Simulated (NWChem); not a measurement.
Molecule: MoNHOF$_{2}$; SMILES [NH]=[Mo](=[O])([F])[F]

```xyz
6

Mo     0.0039    -0.0177     0.0000
O      0.7499     1.4690     0.0000
N      1.2350    -1.2063     0.0000
H      2.2335    -1.4137     0.0000
F     -0.9943    -0.2295    -1.5395
F     -0.9943    -0.2295     1.5395
```
Atoms are numbered in this order, from 1.

Level: PBE0/def2-SVP with def2 effective core potentials on Mo (NWChem), optimised geometry, unscaled harmonic frequencies. def2 effective core potentials on Mo; no spin-orbit coupling.

**Question.** List the harmonic frequencies with IR intensities, and the thermochemistry.

**Answer.** 
```json
[
 {"frequency (cm⁻¹)": "176", "IR intensity (km/mol)": "10.7"},
 {"frequency (cm⁻¹)": "244", "IR intensity (km/mol)": "7.6"},
 {"frequency (cm⁻¹)": "249", "IR intensity (km/mol)": "3.0"},
 {"frequency (cm⁻¹)": "265", "IR intensity (km/mol)": "0.1"},
 {"frequency (cm⁻¹)": "333", "IR intensity (km/mol)": "25.5"},
 {"frequency (cm⁻¹)": "539", "IR intensity (km/mol)": "163.2"},
 {"frequency (cm⁻¹)": "629", "IR intensity (km/mol)": "46.6"},
 {"frequency (cm⁻¹)": "704", "IR intensity (km/mol)": "104.7"},
 {"frequency (cm⁻¹)": "743", "IR intensity (km/mol)": "226.2"},
 {"frequency (cm⁻¹)": "1042", "IR intensity (km/mol)": "159.9"},
 {"frequency (cm⁻¹)": "1083", "IR intensity (km/mol)": "102.4"},
 {"frequency (cm⁻¹)": "3620", "IR intensity (km/mol)": "209.0"}
]
```

```
Property                                                                           Result
-----------------------------------------------------------------------  ----------------
zero-point energy                                                           13.8 kcal/mol
thermal correction to the enthalpy at 298.15 K (with zero-point energy)     18.0 kcal/mol
heat capacity Cv                                                         19.0 cal/(mol K)
entropy at 298.15 K and 1 atm (symmetry number 1)                        78.1 cal/(mol K)
```

Rigid rotor and harmonic oscillator.
